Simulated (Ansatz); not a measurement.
Born–Oppenheimer molecular dynamics of Cl$_{2}$H$_{4}$OSi$_{2}$ (9 atoms, charge 0, multiplicity 1). It starts from a relaxed structure.

Level of theory: RKS PBE0/def2-SVP (Ansatz).

| Item | Value |
| --- | --- |
| ensemble | NVT, Nosé–Hoover chain |
| time step | 0.5 fs |
| steps asked | 300 |
| set temperature | 300 K |
| thermostat | time constant 50 fs, chain length 3 |
| seed | 796919 |

First frame:

```xyz
9
Properties=species:S:1:pos:R:3
Si 0.088 0.134 0.182
H 0.765 0.853 1.276
Cl 1.477 -0.500 -1.192
Cl -1.221 1.401 -0.766
O -0.721 -1.148 0.782
Si -1.697 -2.470 0.467
H -2.031 -3.096 1.775
H -2.941 -2.022 -0.221
H -0.963 -3.440 -0.394
```

Task: How far do the bonds stretch over the last three quarters of this one trajectory? (Pairs bonded in most of those frames.)

Result: 
```
   bond  mean (Å)  spread (Å)  shortest  longest
 Si1–H2     1.476       0.016      1.45     1.50
Si1–Cl3     2.058       0.011      2.03     2.07
Si1–Cl4     2.059       0.025      2.02     2.10
 Si1–O5     1.632       0.014      1.61     1.66
 O5–Si6     1.679       0.020      1.64     1.71
 Si6–H7     1.494       0.037      1.43     1.56
 Si6–H8     1.496       0.019      1.46     1.54
 Si6–H9     1.494       0.043      1.43     1.56
```

Mean temperature of the second half: 311 K. The conserved energy stayed within 0.13 meV per atom of its start (net change 0.079 meV per atom), so the integration is sound. A run of 0.15 ps of so small a system gives no equilibrium averages.

Run time: 14 min on 2 threads of Arm Neoverse V1, on a shared host, peak memory 0.25 GiB.
